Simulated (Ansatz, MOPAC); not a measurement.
Torsion H3–Si1–Te2–H6 in H4SiTe (SMILES [SiH3][TeH]); at each angle all else is relaxed with GFN2-xTB, and the levels are single points there.
Geometry at 60° (charge 0, multiplicity 1):
```xyz
6

Si    -0.6404     0.0123     0.0004
Te     1.6489     0.9360    -0.2279
H     -0.8720    -0.5778     1.3143
H     -1.5233     1.1547    -0.1823
H     -0.9375    -0.9969    -1.0108
H      2.3236    -0.5388     0.0533
```

On the grid 0° to 120°, 120° is the highest and 60° the lowest point at MP2/CBS(def2-TZVPP, def2-QZVPP) + ΔCCSD(T)/def2-TZVPP.

The state that PM6, PM7 reach isn't checked; PM7 holds dispersion and hydrogen-bond terms.

Run with Ansatz (an electronic-structure program) with Gaussian orbitals; MOPAC for PM6, PM7 (differences of heats of formation). Values without a source in brackets are computed. In def2 rows elements past Kr take small-core potentials, without spin–orbit coupling.

Task: One of these levels gives 0.26 kcal/mol for the energy at 120° less that at 60°. Name it.
A) PM7
B) HF/def2-SVP
C) PM6

Result: C, PM6. The others give -3.32 (PM7), 0.80 (HF/def2-SVP)
